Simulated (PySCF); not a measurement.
A calculated (UHF, PySCF 2.14, x2c-QZVPPall with one added diffuse shell each of s, p, d, f, g type, the spin-free X2C one-electron Hamiltonian (Gaussian nucleus)) atom or ion has these occupied shells.

```tsv
shell	electrons	orbital energy (eV)	rms radius, mean of both spins (bohr)
1s α	1	-24507.6	0.0365
1s β	1	-24507.6	0.0365
2s α	1	-3690.7	0.150
2s β	1	-3689.6	0.150
2p α	3	-3306.9	0.133
2p β	3	-3305.8	0.133
3s α	1	-728.55	0.403
3s β	1	-727.98	0.403
3p α	3	-598.97	0.406
3p β	3	-598.26	0.406
3d α	5	-393.18	0.389
3d β	5	-391.67	0.389
4s α	1	-139.77	1.00
4s β	1	-133.81	1.00
4p α	3	-100.42	1.10
4p β	3	-92.938	1.10
4d α	5	-41.445	1.42
4d β	2	-38.608	1.42
5p α	1	-18.892	3.30
```

Question: Name the element and its charge.

Answer: Pd²⁺ (palladium, charge +2), in [Kr] 4d7 5p1, one real determinant (an excited configuration).
